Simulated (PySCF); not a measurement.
# Two-dimensional NMR puzzle

Compound of formula C7H13B. Correlations simulated from computed shifts and the bond graph:

HSQC (one-bond C–H):
```csv
δH,δC
5.12,118.8
5.03,118.8
3.09,50.1
2.64,31.6
2.63,31.6
2.08,19.1
1.84,19.1
0.76,11.5
```

COSY cross peaks (H two or three bonds apart, from the bond graph; peaks can be absent where the dihedral angle is near 90°):
```csv
δH,δH
5.12,5.03
3.09,2.08
3.09,1.84
2.64,2.63
2.64,2.08
2.64,1.84
2.63,2.08
2.63,1.84
2.08,1.84
```

HMBC (two and three bonds, from the bond graph):
```csv
δH,δC
5.12,"159.3, 50.1, 31.6"
5.03,"159.3, 50.1, 31.6"
3.09,"159.3, 118.8, 31.6, 19.1, 11.5"
2.64,"159.3, 118.8, 50.1, 19.1"
2.63,"159.3, 118.8, 50.1, 19.1"
2.08,"159.3, 50.1, 31.6"
1.84,"159.3, 50.1, 31.6"
0.76,"50.1, 11.5"
```

Carbons without hydrogens: δ 159.3.

[PySCF: structure optimised with PBE0-D3(BJ)/def2-SVP; shielding tensors at CAM-B3LYP/pcSseg-1 (GIAO); one conformer; gas phase; no relativistic terms; fast rotation and ring inversion assumed for equivalent nuclei]

δ = σ(ref) − σ, references computed at the same level: TMS for ¹H (σref 31.33), ¹³C (σref 182.45).

Exchangeable hydrogens are left out of these lists.

**Question.** Which molecule is this?

**Answer.** `C=C1CC[C@H]1B(C)C`.

Atom-mapped SMILES (the numbers label the heavy atoms): `[CH2:1]=[C:2]1[CH2:3][CH2:4][C@H:5]1[B:6]([CH3:7])[CH3:8]`; H(Xn) means a hydrogen on atom n. Ha(C3), Ha(C4) are cis to B6 on the ring; Ha(C1) is cis to C3; Hb(C3), Hb(C4) are trans to B6 on the ring; Hb(C1) is trans to C3.

1. δC 159.3 is C2, a fully substituted alkene carbon.
2. δC 118.8 is C1, a terminal =CH2 carbon (δH 5.03, 5.12).
3. δC 50.1 is C5, an allylic sp3 CH bonded to B (δH 3.09).
4. δC 31.6 is C3, an allylic sp3 CH2 (δH 2.63, 2.64).
5. δC 19.1 is C4, an sp3 CH2 in a ring (δH 1.84, 2.08).
6. δC 11.5 is C7/C8, a methyl carbon bonded to B (δH 0.76).
7. HMBC from δH 5.12 reaches the proton-free carbon C2.
8. HMBC from δH 5.03 reaches the proton-free carbon C2.
9. HMBC from δH 3.09 reaches the proton-free carbon C2.
10. HMBC from δH 2.64 reaches the proton-free carbon C2.
11. COSY links 5.12–5.03, 3.09–2.08, 3.09–1.84, 2.64–2.63, 2.64–2.08, 2.64–1.84.

The data come from this structure; uniqueness wasn't tested.

A carbon bonded to boron is broadened by the quadrupolar boron nucleus and is often missing from a measured spectrum. Shifts are as computed, not scaled to solution data. Of 1211 compounds with measured shifts, 218 miss one by over three times the rms of a fit or turn the order of signals round; such compounds aren't used in these exercises.
